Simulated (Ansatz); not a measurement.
`C=C[CH2][GaH2]` + `BO` → `B[O][GaH2]` + `C=CC` at 500 K and 1 bar (ligand exchange at a Ga–C bond).

Program: Ansatz. Geometries: PBE0-D4/def2-TZVP. ΔE: electronic, gas phase. CBS: MP2 limit from def2 TZ/QZ plus the TZ coupled-cluster correction, frozen cores. This one scheme is used for every species. For Ga outer-core shells are correlated without core-valence functions, which leaves a few kJ/mol of doubt a bond. Scalar relativity is left out up to krypton. One conformer a species, not always the lowest.

```tsv
species	CCSD(T)/CBS energy (Eh)	H − E (kJ/mol)	S (J/(mol·K))
`C=C[CH2][GaH2]`	-2042.27122	261.6	379.3
`BO`	-101.80414	113.6	256.0
`B[O][GaH2]`	-2026.35181	135.2	360.8
`C=CC`	-117.74610	238.4	304.6
```

H − E and S are ideal-gas, rigid-rotor, harmonic terms from PBE0-D4/def2-TZVP, for one conformer and one mirror image of each species. 1 Eh = 2625.50 kJ/mol, R = 8.31446 J/(mol·K).

Problem. By hand: ΔE, ΔH, ΔS and ΔG.

Solution. ΔE = (-2026.35181) + (-117.74610) − (-2042.27122) − (-101.80414) = -0.02255 Eh = -59.2 kJ/mol. Δ(H − E) = 135.2 + 238.4 − 261.6 − 113.6 = -1.6, so ΔH = -60.8 kJ/mol. ΔS = 360.8 + 304.6 − 379.3 − 256.0 = 30.1 J/(mol·K). ΔG = -60.8 − 500 × (30.1)/1000 = -75.8 kJ/mol.

Problem. By hand: the equilibrium constant, and the temperature at which ΔG would vanish if ΔH and ΔS stayed fixed.

Solution. log₁₀ K = −ΔG/(RT ln 10) = 7.9. ΔH and −TΔS have one sign here, so there is no such temperature.

ΔH outweighs TΔS. A doubt of 5 kJ/mol in ΔE shifts log₁₀ K by 0.5 here. Other conformers and mirror images would add mixing entropy, several J/(mol·K) or more a flexible species. These are equilibria of isolated gas molecules and say nothing of rates. Largest T1 diagnostic: 0.016 (customary marks: 0.02 for closed shells, 0.045 for open ones).
